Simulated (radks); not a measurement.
Species: Al+. Configuration: [Ne] 3s2.

Calculated with a radial shooting solver on a logarithmic mesh with Libxc functionals: Dirac Kohn-Sham, PBE, spin-unpolarised, spherical densities, finite nucleus; Fermi nuclear charge, rms radius 3.061 fm.

Energy parts (eV):
| part | energy |
|---|---|
| total | -6598.028 |
| kinetic | 6612.901 |
| electron-nucleus | -15686.828 |
| Hartree | 2972.439 |
| exchange-correlation | -496.540 |

Orbitals (lengths in bohr, moments of r in powers of bohr; <r^-3> diverges for s and p1/2; r(90%) holds 90 % of the orbital's charge):
| orbital | occ. | eigenvalue (eV) | <r^-3> | <r^4> | <1/r> | r(90%) |
|---|---|---|---|---|---|---|
| 1s1/2 | 2 | -1519.533 | - | 0.0009828 | 12.63 | 0.215 |
| 2s1/2 | 2 | -116.4939 | - | 0.4150 | 2.341 | 0.990 |
| 2p1/2 | 2 | -78.2777 | - | 0.4859 | 2.218 | 1.02 |
| 2p3/2 | 4 | -77.8358 | 35.57 | 0.4926 | 2.207 | 1.02 |
| 3s1/2 | 2 | -14.8100 | - | 69.84 | 0.5656 | 3.59 |

The highest occupied level is 3s1/2 at -14.810 eV. Summed over all electrons, <r^2> = 16.79 bohr^2, which gives a Langevin (diamagnetic) susceptibility term of -13.3 x 10^-6 cm^3/mol. For comparison, the ionisation energy in NIST's Atomic Spectra Database is 18.829 eV (measured). In exact Kohn-Sham theory the highest level is minus the ionisation energy, but local and semilocal functionals leave it too shallow, through self-interaction and a potential that decays too fast; potentials with the right tail come closer. The density falls to 0.001 e/bohr^3 at r = 3.89 bohr. The electron density at the nucleus is 1504 e/bohr^3.
